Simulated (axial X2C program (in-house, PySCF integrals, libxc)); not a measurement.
# ISmI: the levels of the configuration f6 s0

Computed with an in-house all-electron X2C program for linear molecules (integrals from PySCF): two-component X2C with atomic mean-field Coulomb and Gaunt terms, basis I dyall-v3z, Sm dyall-v3z (cores contracted in-house). Orbitals come from Hartree–Fock averaged over the configuration Sm f6 s0; CI then distributes these electrons over the f, s shells of Sm.

I–Sm–I held linear, both bonds 3.094 Å (near the minimum of the configuration average).

Active spinors (ω > 0):

```csv
shell,ω,ε (eV),character
f,5/2,2.45,100% Sm f
f,3/2,2.56,100% Sm f
f,1/2,2.62,100% Sm f
f,7/2,2.86,100% Sm f
f,5/2,2.95,100% Sm f
f,3/2,3.02,100% Sm f
f,1/2,3.05,100% Sm f
s,1/2,-0.51,"74% Sm s, 24% Sm d"
```

Lowest levels of this model:

| Ω | energy (cm⁻¹) | g∥ | configuration |
| --- | --- | --- | --- |
| 0 | 0 | 0.00 | 100% f6 |
| 1 | 149 | 3.97 | 100% f6 |
| 2 | 593 | 7.41 | 100% f6 |
| 0 | 805 | 0.00 | 100% f6 |
| 1 | 1031 | 3.80 | 100% f6 |
| 3 | 1330 | 10.48 | 100% f6 |
| 0 | 1369 | 0.00 | 100% f6 |
| 2 | 1580 | 6.69 | 100% f6 |
| 1 | 1759 | 3.20 | 100% f6 |
| 0 | 1907 | 0.00 | 100% f6 |
| 4 | 2374 | 13.06 | 100% f6 |
| 3 | 2376 | 9.46 | 100% f6 |
| 2 | 2447 | 6.15 | 100% f6 |
| 0 | 2483 | 0.00 | 100% f6 |
| 1 | 2495 | 2.53 | 100% f6 |
| 0 | 3178 | 0.00 | 100% f6 |
| 2 | 3275 | 5.16 | 100% f6 |
| 3 | 3395 | 8.45 | 100% f6 |
| 4 | 3515 | 12.01 | 100% f6 |
| 5 | 3616 | 15.59 | 100% f6 |
| 0 | 3854 | 0.00 | 100% f6 |
| 3 | 4349 | 7.58 | 100% f6 |
| 4 | 4594 | 10.89 | 100% f6 |
| 5 | 4840 | 14.37 | 100% f6 |
| 6 | 5083 | 17.97 | 100% f6 |

g∥ is the magnitude of 2⟨Lz + ge Sz⟩ for the +Ω component.

This point took 9.9 s on 1 thread of Arm Neoverse V1, on a shared host.

There is no dynamic correlation: spin–orbit spacings and, for f shells, spacings inside one term are the most reliable numbers, splittings between terms come out too wide, and energies between configurations are not reliable, so the lowest level need not be the ground state of the molecule. At most 4 roots were kept for each Ω > 0 (twice that for Ω = 0) within 2.2 eV of the lowest, so higher up levels can be missing between those listed; levels with Ω > 0 are doubly degenerate and listed once, Ω = 0 levels singly. States that fill the shells left empty in the average are placed too high. The molecule was held linear; bending was not examined.
